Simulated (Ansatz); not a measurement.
```xyz
12

C     1.089   -1.889    0.259
O    -0.088   -1.157    0.034
W    -0.513    0.657   -0.215
N    -1.734    1.113    0.955
N     0.963    1.586   -0.035
O    -1.189    0.976   -1.969
H     1.080   -2.295    1.275
H     1.977   -1.263    0.131
H     1.132   -2.720   -0.450
H    -2.146    1.579    1.745
H     1.557    2.292    0.367
H    -2.128    1.120   -2.097
```

Total charge 0; spin multiplicity 1. W takes the def2 core potential.

Task: List the ωB97M-V/def2-TZVPP orbital energies in eV (Ansatz 0.2.0). (Best estimate.)

Result: Ansatz gave: Occupied: -526.39, -526.25, -394.17, -394.12, -282.80, -86.09, -49.23, -49.10, -49.04, -30.82, -30.21, -24.56, -24.20, -21.75, -16.79, -16.06, -15.82, -15.53, -15.40, -14.99, -13.23, -12.97, -12.02, -11.22, -10.88, -10.40, -10.08, -9.63. Lowest empty: 1.47, 1.61, 1.95, 2.40, 2.53, 2.91, 3.12, 3.56.
